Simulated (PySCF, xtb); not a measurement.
Sn(Cl)(NMe2) (C2H6ClNSn), SMILES [Sn]([Cl])[N](C)C (connectivity only; charge and spin as stated), neutral, multiplicity 1. The values are those of a single conformer.

Harmonic wavenumbers (cm⁻¹) from GFN2-xTB run with xtb at its own minimum, in rising order: 65, 100, 177, 207, 228, 289, 311, 324, 487, 971, 1048, 1083, 1121, 1167, 1230, 1408, 1419, 1463, 1474, 1492, 1504, 2897, 2901, 2922, 2928, 2954, 3024.

Q: What does PBE-D3(BJ)/def2-SVP in PySCF give at its own minimum? (An estimate is asked for; the answer gives what the named calculation found.)

A: 81, 130, 197, 236, 247, 295, 295, 330, 505, 961, 1044, 1060, 1105, 1207, 1223, 1371, 1387, 1395, 1411, 1415, 1441, 2890, 2897, 2944, 2953, 3010, 3060. Paired by order, the mean absolute difference is 28 cm⁻¹ and the zero-point energies are 50.3 and 50.2 kcal/mol.
